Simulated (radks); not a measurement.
All-electron atom: Hg+ in [Xe] 4f14 5d10 6s1. Calculated with a radial shooting solver on a logarithmic mesh with Libxc functionals: Dirac Kohn-Sham, PBEsol, spin-unpolarised, spherical densities, finite nucleus; Fermi nuclear charge, rms radius 5.4648 fm. Some entries of the table are withheld. Estimate them.

orbital,occ.,eigenvalue (Ry),<r> (bohr),r(max) (bohr)
1s1/2,2,(1),0.01660,0.01023
2s1/2,2,-1080.644,0.06928,0.05939
2p1/2,2,(2),0.05693,0.04362
2p3/2,4,(3),0.06560,0.05111
3s1/2,2,-256.9075,0.1802,0.1671
3p1/2,2,-237.2843,0.1705,0.1558
3p3/2,4,-205.5995,0.1864,0.1710
3d3/2,4,-172.9465,0.1621,(4)
3d5/2,6,-166.1545,0.1670,(5)
4s1/2,2,-56.97211,0.3993,0.3763
4p1/2,2,-48.54582,0.4012,0.3742
4p3/2,4,-40.88808,0.4355,0.4054
4d3/2,4,-27.07685,0.4426,0.3976
4d5/2,6,-25.64892,0.4537,0.4072
5s1/2,2,-9.32957,0.9025,0.8285
4f5/2,6,-7.86979,0.4793,0.3641
4f7/2,8,-7.56156,0.4861,0.3687
5p1/2,2,-6.54481,0.9720,0.8730
5p3/2,4,-5.19829,1.069,0.9524
5d3/2,4,-1.47208,1.436,1.142
5d5/2,6,-1.33401,1.497,1.180
6s1/2,1,-1.08478,2.499,2.138

Answer. 
(1) 1s1/2 eigenvalue (Ry): -6098.644
(2) 2p1/2 eigenvalue (Ry): -1037.287
(3) 2p3/2 eigenvalue (Ry): -894.2210
(4) 3d3/2 r(max) (bohr): 0.1330
(5) 3d5/2 r(max) (bohr): 0.1372
